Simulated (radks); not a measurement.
The mean radii <r> (bohr) of the occupied orbitals of an atom or ion are listed with their occupations. Calculated with a radial shooting solver on a logarithmic mesh with Libxc functionals: scalar-relativistic Kohn-Sham, LDA (Slater exchange, Perdew-Wang correlation), spin-polarised, spherical densities, point nucleus.

orbital  occ.      <r>
1s down     1  0.03520
1s up       1  0.03520
2s up       1   0.1539
2s down     1   0.1539
2p up       3   0.1340
2p down     3   0.1340
3s up       1   0.4298
3s down     1   0.4297
3p up       3   0.4313
3p down     3   0.4311
3d up       5   0.4157
3d down     5   0.4154
4s up       1    1.110
4s down     1    1.104
4p up       3    1.241
4p down     3    1.234
4d up       5    1.871

Name the element and its charge. Open shells, if any, are filled with parallel spins first.

Answer. Z = 42, molybdenum, charge +1: Mo+ in [Kr] 4d5. The 1s radius gives Z: for a bare nucleus <r> = (2 gamma + 1)/(2Z) with gamma = sqrt(1 - (Z/c)^2), 0.03457 bohr for Z = 42, and screening makes it slightly larger (0.03520 here). The occupations add up to 41, and the charge is Z minus that.
